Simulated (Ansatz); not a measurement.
**1,1-elimination that frees a divalent centre**

Start structure (Ge₂H₅Cl, singlet), relaxed at PBE0-D4/def2-TZVP:

```tsv
atom	x (Å)	y (Å)	z (Å)
Ge1	-0.2369	-0.1483	1.2262
Ge2	0.1952	0.3273	-1.1093
Cl3	0.5829	-1.5696	-2.0823
H4	-1.0061	0.9446	-1.8427
H5	1.4477	1.1877	-1.3391
H6	-1.4567	-1.0720	1.3343
H7	-0.5185	1.1639	1.9760
H8	0.9923	-0.8335	1.8368
```

The step: Ge₂H₅Cl ([Cl][GeH2][GeH3]) → GeH₃Cl ([Cl][GeH3]) + GeH₂ (still joined by a long Ge–Cl bond); bonds formed: Ge1–Cl3; bonds broken: Ge1–Ge2; bonds weakened to dative contacts: Ge2–Cl3. Ansatz 0.2.0; basis: def2-TZVPP and def2-QZVPP; cores frozen in the correlated methods. Filled d shells of the heavier atoms are correlated. The def2 sets are not built for correlating such inner shells, so the correlated values are less sure here. Extrapolation: Hartree–Fock as exp(−7.88 √X), correlation as X^−2.97. Energies below are by CCSD(T) at an estimated basis limit (MP2 extrapolated from triple and quadruple zeta, plus CCSD(T) − MP2 in triple zeta).

(1) What are the electronic barrier and the energy of the step, from the start structure to the end structure? (Judge from chemistry; the value comes from the calculation.)

T1 diagnostic: at most 0.013.

Results:

(1) Computed: Barrier 2.059 eV; step energy 1.657 eV (uphill); reverse barrier, their difference, 0.402 eV. Barrier and step energy count from the start structure, the reverse barrier from the end structure.

The saddle point: One imaginary mode of 211i cm⁻¹.
| pair | start (Å) | saddle (Å) | end (Å) |
| --- | --- | --- | --- |
| Ge1–Cl3 | 3.69 | 2.39 | 2.20 |
| Ge1–Ge2 | 2.42 | 2.75 | 3.49 |
| Ge2–Cl3 | 2.17 | 2.44 | 2.61 |

Zero-point energy (harmonic, PBE0-D4): ZPE is 1.101 eV at the start and 1.057 eV at the saddle, so the barrier goes from 2.059 to 2.014 eV.

Losses and insertions of silylenes and their heavier kin drive the gas-phase chemistry of silicon and germanium vapour deposition.

Labels in which every atom is bracketed show which atoms are joined, not bond orders.

For scale, one of the runs: CCSD(T)/def2-TZVPP, 208 basis functions, launched by `ansatz run in.yaml --threads 4 --pin off --events-out ev --progress --plain --max-ram 9574MiB`. Time: 2.6 min of wall clock on 4 CPU threads of an Intel Xeon; the host was shared. Peak host memory: 2.7 GiB.
